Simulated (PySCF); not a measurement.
Exercise with solution: entropy of an ideal gas

AsH2, SMILES [AsH2], multiplicity 2.

Geometry optimised at PBE0-D3(BJ)/def2-TZVPD. The isomer is the one that the SMILES or the coordinates give; other isomers of the formula were not compared.

PBE0-D3(BJ)/def2-TZVPD (PySCF) gives the harmonic wavenumbers 1001, 2198, 2209 cm⁻¹ and the rotational temperatures 10.7516, 10.1916, 5.2321 K. The molar mass is 76.94 g/mol, the symmetry number 2, the spin multiplicity 2.

Question: Work out the entropy at 298.15 K and 1 atm in the rigid-rotor, harmonic-oscillator model.

Answer: 
Translation (Sackur–Tetrode at 1 atm): S = R[1.5 ln M + 2.5 ln T − 1.16487] = 162.9 J/(mol K).
Rotation: q = (√π/σ) T^1.5/√(θA θB θC) = 191, S = R[ln q + 3/2] = 56.1 J/(mol K).
Vibration: with u = 1.4388 ν/T, each mode gives R[u/(e^u − 1) − ln(1 − e^−u)]:
```tsv
ν (cm⁻¹)	modes	u	S (J/(mol K))
1001	1	4.83	0.39
```
The stiffer modes add less than 0.005 each. Sum 0.4 J/(mol K).
Spin: R ln 2 = 5.8 J/(mol K).
Total 225.2 J/(mol K); the program's own thermochemistry gives 225.2. Translation makes up 72 % and vibration 0 %. Anharmonicity, hindered rotation and orbital degeneracy are left out.
